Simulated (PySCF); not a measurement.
## Electron correlation in Si⁺ (silicon, charge +1)

[Ne] 3s1 3p1 3d1, one real determinant (an excited configuration). All numbers are calculated (PySCF 2.14, scalar relativity by spin-free X2C-1e, in x2c-TZVPPall with one added diffuse shell each of s, p, d type (6s6p4d1f, 51 functions)). Frozen: 1s2; 11 electrons correlated.

| level | correlation energy (mhartree) |
| --- | --- |
| CCSD | -183.14 |
| (T) | -14.07 |
| CCSD(T) | -197.21 |

Diagnostics: T1 = 0.023, D1 = 0.1044, largest double amplitude 0.552.

The real determinant used has ⟨L²⟩ near 8 against 12 for a pure F term, so it mixes terms. The outer electron is Rydberg-like, and this basis confines it to a smaller radius and binds it less than a complete one would. A double-excitation amplitude exceeds 0.15, a sign of near-degeneracy.

Cost of the coupled-cluster step: of the order of 9 core-seconds, for 11 correlated electrons.

Iterations:

```
CC2 = 0
CCSD nocc = (np.int64(7), np.int64(4)), nmo = (50, 50)
frozen orbitals [[0], [0]]
max_cycle = 100
direct = 0
conv_tol = 1e-08
conv_tol_normt = 1e-06
diis_space = 8
diis_start_cycle = 0
Init t2, MP2 energy = -0.15860698200581
Init E_corr(UCCSD) = -0.158606982006281
cycle = 1  E_corr(UCCSD) = -0.164403286071133  dE = -0.00579630406  norm(t1,t2) = 0.0500892
cycle = 2  E_corr(UCCSD) = -0.166957785019908  dE = -0.00255449895  norm(t1,t2) = 0.0397985
cycle = 3  E_corr(UCCSD) = -0.170417712608719  dE = -0.00345992759  norm(t1,t2) = 0.0365031
cycle = 4  E_corr(UCCSD) = -0.176013757195668  dE = -0.00559604459  norm(t1,t2) = 0.0325351
cycle = 5  E_corr(UCCSD) = -0.183014439824245  dE = -0.00700068263  norm(t1,t2) = 0.0227298
cycle = 6  E_corr(UCCSD) = -0.181620286787339  dE = 0.00139415304  norm(t1,t2) = 0.00689853
cycle = 7  E_corr(UCCSD) = -0.184720398933301  dE = -0.00310011215  norm(t1,t2) = 0.00639897
cycle = 8  E_corr(UCCSD) = -0.182605216413286  dE = 0.00211518252  norm(t1,t2) = 0.00592097
cycle = 9  E_corr(UCCSD) = -0.183167834524346  dE = -0.000562618111  norm(t1,t2) = 0.00191216
cycle = 10  E_corr(UCCSD) = -0.183151941863866  dE = 1.58926605e-05  norm(t1,t2) = 9.77887e-05
cycle = 11  E_corr(UCCSD) = -0.183144930899311  dE = 7.01096455e-06  norm(t1,t2) = 4.69643e-05
cycle = 12  E_corr(UCCSD) = -0.183139748870907  dE = 5.1820284e-06  norm(t1,t2) = 1.85333e-05
cycle = 13  E_corr(UCCSD) = -0.183140811883009  dE = -1.0630121e-06  norm(t1,t2) = 3.62156e-06
cycle = 14  E_corr(UCCSD) = -0.183140803407512  dE = 8.47549753e-09  norm(t1,t2) = 4.91703e-07
UCCSD converged
E(UCCSD) = -288.8537925273724  E_corr = -0.1831408034075118
UCCSD(T) correction = -0.0140731234411827
```

The reference is one real determinant that mixes LS terms of this configuration.

This basis was not built for core-valence correlation, so the inner-shell part is incomplete.
